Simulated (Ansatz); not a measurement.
**Question.** Name a neutral molecule of C, N, O, Si and H with LUMO energy (ωB97M-V/def2-TZVPP) between 0.85 and 1.15 eV and size of the dipole moment (B3LYP/def2-TZVPP) between 1.35 and 1.65 D (Ansatz, PBE0-D4/def2-TZVP geometry).

**Answer.** `OC1[SiH2]N[SiH2]1` (1.12 eV, 1.51 D); `O[SiH2]C1=NC1` (1.15 eV, 1.40 D); `CN[SiH2]C=O` (0.96 eV, 1.63 D). Other molecules can fit too; these were computed, each in one conformer that needn't be the lowest.

B3LYP here is the variant with VWN-RPA as its local correlation; programs differ in this.
